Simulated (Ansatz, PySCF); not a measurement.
This PySCF input computes a r2SCAN/def2-TZVPD energy:

```python
from pyscf import gto, scf, dft

mol = gto.M(
    atom='''
    Al    0.00000000    0.00000000    0.00000000
    Br    0.00000000    0.00000000    2.15640065
    Br   -0.00000000   -0.00000000   -2.15640065
    ''',
    basis='def2-tzvpd',
    charge=1,
    spin=0,
    verbose=4,
)

mf = dft.RKS(mol, xc='r2scan').density_fit(auxbasis='def2-universal-jkfit')
mf.grids.level = 4
mf.conv_tol = 1e-9
mf.max_cycle = 100
mf.max_memory = 1500
mf.kernel()
if not mf.converged:
    mf = mf.newton()
    mf.kernel(mf.make_rdm1())
mf.analyze()
```

**Question.** Write an input for the same energy in Ansatz (a first-principles code) and say what it gives.

**Answer.** 
Ansatz 0.2 input:
```yaml
crystal:
  periodic: [false, false, false]
  atoms:
    - {symbol: Al, position_ang: [0.00000000, 0.00000000, 0.00000000]}
    - {symbol: Br, position_ang: [0.00000000, 0.00000000, 2.15640065]}
    - {symbol: Br, position_ang: [-0.00000000, -0.00000000, -2.15640065]}
basis:
  gaussian:
    orbitals: def2-TZVPD
hamiltonian:
  xc: {name: r2SCAN}
total_charge: 1
output: {forces: true}
```
It gives -5390.51334 Eh, and PySCF -5390.51342 Eh, a difference of 0.08 mEh, from the treatment of integrals and grids.
